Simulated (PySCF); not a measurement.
Compound: C6H9O2 (doublet state).
Structure used (GFN2-xTB), in Å, numbered top down from 1:
```
atom  x, y, z in Å
C1    -2.520   -1.212   -0.150
C2    -1.755   -0.102    0.135
C3    -2.240    1.043    0.729
C4    -0.308   -0.180   -0.250
O5     0.140   -0.988   -1.025
O6     0.430    0.751    0.362
C7     1.829    0.754    0.079
C8     2.563   -0.327    0.859
H9    -2.074   -2.064   -0.630
H10   -3.564   -1.247    0.100
H11   -3.280    1.120    0.992
H12   -1.600    1.880    0.929
H13    1.974    0.607   -0.997
H14    2.171    1.751    0.368
H15    2.378   -0.214    1.925
H16    2.219   -1.309    0.542
H17    3.630   -0.251    0.673
```

The hyperfine couplings belong to this conformer and change with its torsions.

As a line formula: `[CH2]C(=C)C(=O)OCC` [radical].

Computed, not measured: PySCF, UKS B3LYP, pcH-1 on C H O, non-relativistic, mean-field spin-orbit, GIAO. Geometry: GFN2-xTB, one conformer, isolated molecule. Couplings are sensitive to structure, and on GFN2-xTB geometries they can be far from those on DFT ones. The frame is twisted about the C2–C4 bond at this geometry (dihedral C1–C2–C4–O5 = 17°); couplings at other torsion angles weren't computed. Stability of the SCF solution: not tested. ⟨S²⟩ is 0.782 where a pure state has 0.75.

Mulliken spin populations: C1 +0.703, C2 -0.268, C3 +0.696, C4 +0.013, O5 -0.019, O6 -0.003, C7 +0.001, C8 0.000, H9 -0.031, H10 -0.030, H11 -0.030, H12 -0.031, H13 0.000, H14 0.000, H15 0.000, H16 0.000, H17 0.000. Main spin sites, with 60 % or more of the largest population: C1, C3; positions count bonds from the nearest.

What dipolar couplings does the calculation give for H13, H14, H15, H16, H17?

| atom | position | distance from C1 (Å) | T1 (MHz) | T2 | T3 |
| --- | --- | --- | --- | --- | --- |
| H13 | 5 bonds from C3 | 4.92 | -0.55 | -0.52 | 1.08 |
| H14 | 5 bonds from C3 | 5.57 | -0.55 | -0.53 | 1.08 |
| H15 | 6 bonds from C3 | 5.41 | -0.53 | -0.41 | 0.94 |
| H16 | 6 bonds from C1 | 4.79 | -0.55 | -0.45 | 1.00 |
| H17 | 6 bonds from C3 | 6.28 | -0.29 | -0.25 | 0.53 |

Estimate them with point dipoles: put each population ρk at its nucleus, leave out the nucleus itself and the atom bound to it, and sum T = Σ [ρk/(2S)]·C·(3 n nᵀ − 1)/r³ with C = μ0 gₑ μB g_N μN/(4π h) = 79.06 MHz Å³.

```csv
atom,T1 (MHz),T2,T3,"T3, computed",difference in T3 (%)
H13,-0.57,-0.53,1.09,1.08,+1
H14,-0.57,-0.53,1.10,1.08,+2
H15,-0.52,-0.42,0.94,0.94,0
H16,-0.59,-0.40,0.99,1.00,-1
H17,-0.30,-0.26,0.56,0.53,+5
```

Time: 95 s wall (grids of density and orbitals included); peak memory 0.97 GiB. Hardware: one thread, Arm Neoverse V1 (aarch64), shared host with 32 logical CPUs at a one-minute load of 25.
